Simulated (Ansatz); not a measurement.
`[NH2][GeH]([OH])[CH2]F` + `C=CCO` → `C=CCOCF` + `[NH2][GeH2][OH]`  (substitution at a C–Ge bond)

Isolated molecules relaxed with PBE0-D4/def2-TZVP in Ansatz; ΔE leaves out vibrations. CBS: MP2 limit from def2 TZ/QZ plus the TZ coupled-cluster correction, frozen cores. Functionals use def2-TZVPP. For Ge outer-core shells are correlated without core-valence functions, which leaves a few kJ/mol of doubt a bond. Scalar relativity is left out up to krypton. One conformer a species, not always the lowest.

| level | ΔE (kJ/mol) |
| --- | --- |
| r2SCAN-D4 | 14.0 |
| CCSD(T)/def2-TZVPP | 16.2 |

(1) What does CCSD(T)/CBS give? (An estimate is asked.)

Largest T1 diagnostic among the species: 0.011.

Results:

(1) Computed: +19.8 kJ/mol. The listed levels differ from it by -5.8, -3.6 kJ/mol.

In def2-TZVPP, CCSD(T) changes the Hartree–Fock value by +14.6 kJ/mol (the triples alone add +0.5 kJ/mol) and MP2 by +17.7 kJ/mol.
